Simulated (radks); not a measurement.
Values are calculated unless marked as measured or tabulated.
Species: the lead ion Pb37+. Configuration: [Kr] 4d9 (the NIST ground configuration). Level of theory: scalar-relativistic Kohn-Sham, LB94 model potential, spin-polarised, spherical densities, finite nucleus; open shells are filled with parallel spins first (spin-orbit coupling, left out, can overturn this in heavy ions); Fermi nuclear charge, rms radius 5.5012 fm (a radial shooting solver on a logarithmic mesh with Libxc functionals). Some entries of the table are withheld. Estimate them.

orbital,occ.,eigenvalue (Ry),<r^2> (bohr^2)
1s down,1,-6607.936,0.0003565
1s up,1,-6607.933,0.0003565
2s up,1,-1277.261,0.005407
2s down,1,-1277.235,0.005406
2p up,3,-1112.624,0.004603
2p down,3,-1112.606,0.004602
3s up,1,-393.4496,0.03434
3s down,1,-393.4278,0.03435
3p up,3,-346.0839,0.03539
3p down,3,-346.0608,0.03540
3d up,5,-298.0813,0.02920
3d down,5,-298.0307,0.02920
4s up,1,-165.8002,0.1462
4s down,1,-165.6792,0.1461
4p up,3,-148.9940,(1)
4p down,3,-148.8684,(2)
4d up,5,-130.4035,0.1637
4d down,4,-130.2857,0.1637
5s up,0,-91.27623,0.4533
5s down,0,-91.20541,0.4537
5p up,0,-83.97634,0.4995
5p down,0,-83.91020,0.4999

Answer. 
(1) 4p up <r^2> (bohr^2): 0.1602
(2) 4p down <r^2> (bohr^2): 0.1601
